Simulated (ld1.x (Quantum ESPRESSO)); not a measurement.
# PBE TM dataset for lead (Pb), scalar-relativistic all-electron reference.

- Element: lead
- Generator: ld1.x (Quantum ESPRESSO) 7.5
- Type: norm-conserving Troullier–Martins (Kleinman–Bylander form)
- Functional: PBE
- Relativity: scalar-relativistic
- Frozen core: [Xe] 4f14
- Valence charge: 14
- Reference configuration: 5d10 6s2 6p2
- Partial waves: 6s (bound): rc 1.55 bohr; 5d (bound): rc 1.70 bohr; 6p (bound): rc 2.15 bohr
- Local potential: the p channel
- Core correction: Bessel-smoothed model core inside 1.50 bohr

All-electron outer shells of the reference configuration (PBE, scalar-relativistic, ld1.x):

```csv
shell,level (eV),outermost node (bohr),outermost maximum (bohr)
4f,-132.89,–,0.35
5p,-85.83,0.49,0.88
5d,-21.18,0.52,1.07
6s,-12.04,1.01,1.95
6p,-3.50,1.18,2.67
```

(1) Estimate the cutoffs (Ry, on a coarse ladder) from which the occupation-weighted sum of valence levels, in a spherical-Bessel basis at the reference potential, stays within 10 and 1 mRy of its value at 400 Ry.

(2) Does the potential have ghost states?

(3) Tests: 5d10 6s2 6p1; 5d10 6s2 6p0; 5d10 6s1 6p0; 5d10 6s2 6p2.3; 5d10 6s0 6p4; 5d10 6s1 6p3; 5d10 6s2 6p1.5. Which has the largest error in its energy relative to the reference configuration, and how large is it?

Results:

(1) 55 Ry and 120 Ry.

(2) No extra level below or beside the all-electron valence levels (s, d, p, f tested).

(3) 5d10 6s1 6p0, with -35 meV (all-electron minus pseudo) on +52.43 eV.
